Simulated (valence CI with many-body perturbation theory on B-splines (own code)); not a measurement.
## Energy levels of Pb LXXVI

Computed by valence CI with perturbative core correlation (CI+MBPT): five valence electrons over a frozen Dirac-Fock core [He], radial functions for each j: 9 s, 9 p, 8 d, 6 f, 3 g, 1 h, with the one-electron correlation potential Σ1, the two-electron term Σ2, the three-electron term Σ3, Breit, model QED; selected CI, second order for the rest (own B-spline code, finite nucleus).

No measured spectrum was set against this ion. As an estimate, large intervals hold to a few tenths of a per cent, small ones and those within an open d or f shell to about a per cent. Among the levels kept, up to 1100 cm⁻¹ of a level comes from second order outside the variational space, and about a tenth of that is noise between levels of different J, which matters for small intervals.

Levels 1 to 45 of 76, with energies above the lowest level, (2s^2 2p1/2^2 2p3/2) J=3/2. "Leading %" is the weight of the configuration and term that name the level; weights of strongly mixed levels are sums over their largest components and can fall short. In the jj column 3d3/2^4 stands for four electrons in 3d with j = 3/2. Lifetimes count E1, E2, E3, M1 and M2 decay at the calculated energies, and are blank where another channel may lead or the interval is too uncertain; long ones can be off by a factor of two.

```
No.  Configuration  Term    J  E (eV)  Leading %  Lifetime                      Leading jj
  1         2s²2p³   ²P°  3/2       0         49                2s^2 2p1/2^2 2p3/2 (100 %)
  2         2s²2p³   ⁴S°  3/2    2253         56   9.64 ps      2s^2 2p1/2 2p3/2^2 (100 %)
  3         2s²2p³   ²D°  5/2    2276        100   55.3 ps      2s^2 2p1/2 2p3/2^2 (100 %)
  4         2s²2p³   ²P°  1/2    2339        100   17.7 ps      2s^2 2p1/2 2p3/2^2 (100 %)
  5          2s2p⁴    ⁴P  5/2    2663         69    121 fs      2s 2p1/2^2 2p3/2^2 (100 %)
  6          2s2p⁴    ²S  1/2    2786         65   34.4 fs      2s 2p1/2^2 2p3/2^2 (100 %)
  7          2s2p⁴    ²P  3/2    2788         53   18.2 fs      2s 2p1/2^2 2p3/2^2 (100 %)
  8         2s²2p³   ²P°  3/2    4599         51   2.92 ps             2s^2 2p3/2^3 (99 %)
  9          2s2p⁴    ⁴P  3/2    4950         86   37.2 fs        2s 2p1/2 2p3/2^3 (100 %)
 10          2s2p⁴    ²D  5/2    4993         69   37.3 fs        2s 2p1/2 2p3/2^3 (100 %)
 11          2s2p⁴    ²P  1/2    5072         65   15.1 fs        2s 2p1/2 2p3/2^3 (100 %)
 12          2s2p⁴    ²D  3/2    5079         56   15.2 fs        2s 2p1/2 2p3/2^3 (100 %)
 13            2p⁵   ²P°  3/2    5531         99   12.4 fs          2p1/2^2 2p3/2^3 (99 %)
 14          2s2p⁴    ⁴P  1/2    7348         41   17.8 fs              2s 2p3/2^4 (100 %)
 15            2p⁵   ²P°  1/2    7819        100   9.24 fs           2p1/2 2p3/2^4 (100 %)
 16       2s²2p²3s    ⁴P  1/2   10811         45   2.61 fs         2s^2 2p1/2^2 3s (100 %)
 17       2s²2p²3p   ²P°  1/2   10935         47    184 fs      2s^2 2p1/2^2 3p1/2 (100 %)
 18       2s²2p²3p   ²P°  3/2   11616         36    139 fs      2s^2 2p1/2^2 3p3/2 (100 %)
 19       2s²2p²3d    ²D  3/2   11718         43   2.52 fs      2s^2 2p1/2^2 3d3/2 (100 %)
 20       2s²2p²3d    ²D  5/2   11897         37    445 as      2s^2 2p1/2^2 3d5/2 (100 %)
 21       2s²2p²3s    ⁴P  3/2   13086         88   4.16 fs     2s^2 2p1/2 2p3/2 3s (100 %)
 22       2s²2p²3s    ²P  1/2   13097         67   1.89 fs     2s^2 2p1/2 2p3/2 3s (100 %)
 23       2s²2p²3s    ²D  5/2   13105         66   3.71 fs     2s^2 2p1/2 2p3/2 3s (100 %)
 24       2s²2p²3s    ²D  3/2   13113         64   2.00 fs     2s^2 2p1/2 2p3/2 3s (100 %)
 25       2s²2p²3p   ⁴P°  1/2   13208         49    294 fs  2s^2 2p1/2 2p3/2 3p1/2 (100 %)
 26       2s²2p²3p   ⁴D°  3/2   13214         55    246 fs  2s^2 2p1/2 2p3/2 3p1/2 (100 %)
 27       2s²2p²3p   ²F°  5/2   13227         50    194 fs  2s^2 2p1/2 2p3/2 3p1/2 (100 %)
 28       2s²2p²3p   ²P°  3/2   13279         43    130 fs   2s^2 2p1/2 2p3/2 3p1/2 (99 %)
 29        2s2p³3s   ⁴P°  5/2   13449         49   5.15 fs      2s 2p1/2^2 2p3/2 3s (99 %)
 30        2s2p³3s   ²P°  3/2   13483         36   2.21 fs      2s 2p1/2^2 2p3/2 3s (99 %)
 31        2s2p³3s   ²P°  1/2   13560         43   2.03 fs      2s 2p1/2^2 2p3/2 3s (99 %)
 32        2s2p³3s   ²P°  3/2   13571         39   4.34 fs      2s 2p1/2^2 2p3/2 3s (99 %)
 33        2s2p³3p    ⁴P  3/2   13584         30   3.19 fs  2s 2p1/2^2 2p3/2 3p1/2 (100 %)
 34        2s2p³3p    ²D  5/2   13584         27   1.24 fs  2s 2p1/2^2 2p3/2 3p1/2 (100 %)
 35        2s2p³3p    ²P  1/2   13684         36   1.18 fs  2s 2p1/2^2 2p3/2 3p1/2 (100 %)
 36        2s2p³3p    ²D  3/2   13686         36   1.78 fs  2s 2p1/2^2 2p3/2 3p1/2 (100 %)
 37       2s²2p²3p   ⁴D°  5/2   13879         52    126 fs  2s^2 2p1/2 2p3/2 3p3/2 (100 %)
 38       2s²2p²3p   ²P°  1/2   13884         37    100 fs  2s^2 2p1/2 2p3/2 3p3/2 (100 %)
 39       2s²2p²3p   ²D°  3/2   13889         53    109 fs  2s^2 2p1/2 2p3/2 3p3/2 (100 %)
 40       2s²2p²3p   ²F°  7/2   13895         65    113 fs  2s^2 2p1/2 2p3/2 3p3/2 (100 %)
 41       2s²2p²3p   ⁴S°  3/2   13920         33    145 fs  2s^2 2p1/2 2p3/2 3p3/2 (100 %)
 42       2s²2p²3p   ²D°  5/2   13928         67    115 fs  2s^2 2p1/2 2p3/2 3p3/2 (100 %)
 43       2s²2p²3p   ²P°  1/2   13956         87   76.9 fs  2s^2 2p1/2 2p3/2 3p3/2 (100 %)
 44       2s²2p²3d    ⁴F  3/2   13997         43   1.25 fs  2s^2 2p1/2 2p3/2 3d3/2 (100 %)
 45       2s²2p²3d    ⁴F  5/2   13997         52   3.43 fs  2s^2 2p1/2 2p3/2 3d3/2 (100 %)
```

The ionisation energy to 2s²2p² ³P0 of the next ion comes out as 20756 eV (NIST: 20750 ± 100 eV (theoretical)). All 76 levels together are meant to be complete up to 14565 eV.
